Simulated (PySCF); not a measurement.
Write Cartesian coordinates for `[F][V]([F])([F])([F])[F]` as optimised with PBE0-D3(BJ)/def2-SVP. (Singlet state.)

```
atom  x, y, z in Å
F1    -1.6161    0.4911    0.2939
V2     0.0039   -0.0045   -0.0074
F3    -0.5231   -0.9352   -1.3089
F4     0.4516    1.6022   -0.2476
F5     0.0838   -0.6836    1.5327
F6     1.6241   -0.4999   -0.3076
```

Orientation and origin are arbitrary. Atoms count from 1 in this order. The 5 F–V bonds span 1.685 Å (V2–F3, drawn single) to 1.721 Å (F1–V2, drawn single), a spread of 0.036 Å. V2 (vanadium bonded to 5 F) is trigonal bipyramidal (τ5 = (β − α)/60° = 1.00 from the two widest angles, 180.0° and 120.1° (0 for a square pyramid, 1 for a trigonal bipyramid)).

Bonds between heavy atoms (Å): F1–V2 1.721, V2–F3 1.685, V2–F4 1.685, V2–F5 1.685, V2–F6 1.721.

The calculation used PBE0-D3(BJ)/def2-SVP geometry optimisation, gas phase (PySCF 2.14.0).

Point group: D3h (tolerance 0.08 Å). Whether it is a minimum is left open (no frequencies).
